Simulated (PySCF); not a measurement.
Job file and geometry (Å, from GFN2-xTB) of an NMR shielding run on SMILES c1ccc(-c2pcc[p-]2)cc1, [C$_{9}$H$_{7}$P$_{2}$]-, GIAO PBE0/pcSseg-1 NMR shielding, non-relativistic, gas phase (PySCF 2.14.0, density-fitted response routines); density fitting, a coarse starting grid and PySCF grid level 2 are the driver's defaults:

```
$ OMP_NUM_THREADS=1 python probes_run.py task.json out

{"job": {"kind": "nmr", "xc": "PBE0", "basis": "pcSseg-1"}, "charge": -1, "multiplicity": 1}
C     -3.028595     0.713268    -0.576156
C     -2.596377    -0.596707    -0.725240
C     -1.261863    -0.912581    -0.593768
C     -0.302284     0.069405    -0.311787
C      1.095456    -0.259015    -0.184897
P      1.678608    -1.911601    -0.338560
C      3.339002    -1.480771    -0.084259
C      3.631034    -0.155247     0.128060
P      2.313441     0.972345     0.124503
C     -0.760963     1.385568    -0.163477
C     -2.096040     1.700423    -0.291989
H     -4.077612     0.961624    -0.680424
H     -3.314815    -1.377151    -0.948723
H     -0.926438    -1.935171    -0.710929
H      4.108507    -2.245790    -0.096481
H      4.645717     0.191858     0.294410
H     -0.034467     2.158260     0.054056
H     -2.421071     2.727600    -0.170755
```

Q: Write the output of this run.

A: 
```
coarse grid: 17368 points
cycle   1  E = -1029.0178544273  dE =  2.037e+00  |g| = 5.526e-01  |ddm| = 4.804e+00
cycle   2  E = -1028.9597417083  dE =  5.811e-02  |g| = 7.336e-01  |ddm| = 2.142e+00
cycle   3  E = -1029.1097372380  dE = -1.500e-01  |g| = 1.340e-01  |ddm| = 1.239e+00
cycle   4  E = -1029.1141621164  dE = -4.425e-03  |g| = 4.461e-02  |ddm| = 1.971e-01
cycle   5  E = -1029.1144923081  dE = -3.302e-04  |g| = 2.492e-02  |ddm| = 7.564e-02
cycle   6  E = -1029.1146681918  dE = -1.759e-04  |g| = 6.921e-03  |ddm| = 3.987e-02
cycle   7  E = -1029.1146803783  dE = -1.219e-05  |g| = 2.849e-03  |ddm| = 1.203e-02
cycle   8  E = -1029.1146826080  dE = -2.230e-06  |g| = 4.915e-04  |ddm| = 3.694e-03
final grid: 162328 points
cycle   9  E = -1029.1816905365  dE = -3.033e-05  |g| = 9.802e-03  |ddm| = 6.043e-02
cycle  10  E = -1029.1816636233  dE =  2.691e-05  |g| = 1.395e-02  |ddm| = 3.010e-02
cycle  11  E = -1029.1817169573  dE = -5.333e-05  |g| = 1.440e-03  |ddm| = 1.906e-02
cycle  12  E = -1029.1817175199  dE = -5.626e-07  |g| = 3.411e-04  |ddm| = 2.284e-03
cycle  13  E = -1029.1817175505  dE = -3.051e-08  |g| = 1.041e-04  |ddm| = 5.250e-04
cycle  14  E = -1029.1817175527  dE = -2.241e-09  |g| = 5.472e-05  |ddm| = 1.807e-04
cycle  15  E = -1029.1817175534  dE = -7.440e-10  |g| = 1.951e-05  |ddm| = 8.091e-05
converged SCF energy = -1029.1817175534

GIAO shielding tensors (ppm)
atom      isotropic    diamagn.    paramagn.     s11        s22        s33       span
  0 C       65.820     253.508    -187.689    -38.467     65.147    170.780    209.248
  1 C       56.504     252.026    -195.522    -53.998     53.929    169.579    223.577
  2 C       60.021     251.611    -191.590    -34.794     53.891    160.966    195.760
  3 C       32.740     250.503    -217.763    -55.090    -13.402    166.713    221.803
  4 C       -0.338     261.789    -262.127   -131.035      0.541    129.481    260.517
  5 P      141.185     969.921    -828.736    -82.033    100.855    404.734    486.768
  6 C       39.298     263.921    -224.623    -79.606     52.994    144.506    224.112
  7 C       39.276     263.970    -224.694    -79.681     52.981    144.528    224.209
  8 P      140.916     969.928    -829.013    -82.349    100.741    404.355    486.704
  9 C       60.016     251.813    -191.796    -34.798     53.916    160.931    195.730
 10 C       56.473     252.008    -195.535    -54.067     53.944    169.542    223.609
 11 H       25.365      29.656      -4.291     22.686     26.132     27.279      4.593
 12 H       24.837      30.052      -5.215     21.791     25.231     27.489      5.698
 13 H       22.889      32.914     -10.025     16.572     22.542     29.553     12.982
 14 H       23.871      31.532      -7.661     22.023     23.789     25.801      3.778
 15 H       23.868      31.600      -7.732     22.022     23.785     25.797      3.774
 16 H       22.886      32.965     -10.079     16.567     22.540     29.551     12.984
 17 H       24.835      30.173      -5.339     21.790     25.228     27.487      5.698
```

Q: Turn these shieldings into chemical shifts. Shifts are taken against calculated references (same method and geometry level): 13C (σref 186.93) and 1H (σref 31.72) against TMS; 31P (σref 318.38) vs H3PO4.

A: Averaging equivalent atoms: C 4: 187.3; C 3: 154.2; C 6/7: 147.6; C 1/10: 130.4; C 2/9: 126.9; C 0: 121.1; P 5/8: 177.3; H 13/16: 8.83; H 14/15: 7.85; H 12/17: 6.88; H 11: 6.35 ppm. Experimental scales use liquid or dissolved standards, which lie at an offset from isolated H3PO4.

Size and cost of the density-fitted run: 236 basis functions, of the order of 3 core-minutes.
